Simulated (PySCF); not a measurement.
Vertical excitations of a molecule C3H10OSi2 from TDA-B3LYP/def2-SVPD run with PySCF, as energy in eV (oscillator strength): 6.32 (0.055), 6.51 (0.016), 6.67 (0.006), 6.80 (0.046), 6.89 (0.012), 7.17 (0.115). Lowest triplet (TDA): 4.27 eV. Coordinates come from a ωB97X-D3(BJ)/def2-SVP optimisation. One conformer was computed; it need not be the lowest.

Q: Identify the compound among the candidates.
A) CC1(O)[SiH2]C[SiH2]1
B) C=C[SiH2]CO[SiH3]
C) C1C[SiH2]C[SiH2]O1
D) [SiH3][C@H]1C[C@H]([SiH3])O1

A: B, C=C[SiH2]CO[SiH3]
